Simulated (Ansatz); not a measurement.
The cluster Li₅Al₅⁺. The state is a doublet with charge 1. Geometry PBE0-D4/def2-SVP, basis def2-TZVP, Ansatz.

```xyz
10

Li    3.157    0.256    1.093
Li   -3.631    0.352   -0.526
Li   -1.433   -1.926    1.683
Li   -0.353   -1.737   -2.032
Li   -0.508    2.125   -1.955
Al    1.011   -1.641    0.432
Al    0.474    0.123    2.208
Al    1.453    0.295   -1.306
Al   -1.076    0.144   -0.113
Al    0.906    2.008    0.517
```

| run | HOMO (eV) | LUMO (eV) |
| --- | --- | --- |
| A | -7.01 | -6.68 |
| B | -7.57 | -5.86 |
| C | -7.00 | -6.48 |
| D | -7.05 | -6.29 |

Another isomer (doublet) lies 0.43 eV lower at PBE0-D4/def2-TZVP; other spin states weren't run for this one.

HOMO and LUMO are taken over both spins.

Q: The runs used LDA (SPW92), PBE, PBE0, r2SCAN. Estimate which is which.

A: A LDA (SPW92) (0 % exact exchange); B PBE0 (25 % exact exchange); C PBE (0 % exact exchange); D r2SCAN (0 % exact exchange). Exact exchange lowers occupied and raises empty levels; among semilocal functionals meta-GGAs tend to open the gap a little, and such runs are hard to tell apart. The gap grows from 0.33 eV (LDA (SPW92)) to 1.72 eV (PBE0).
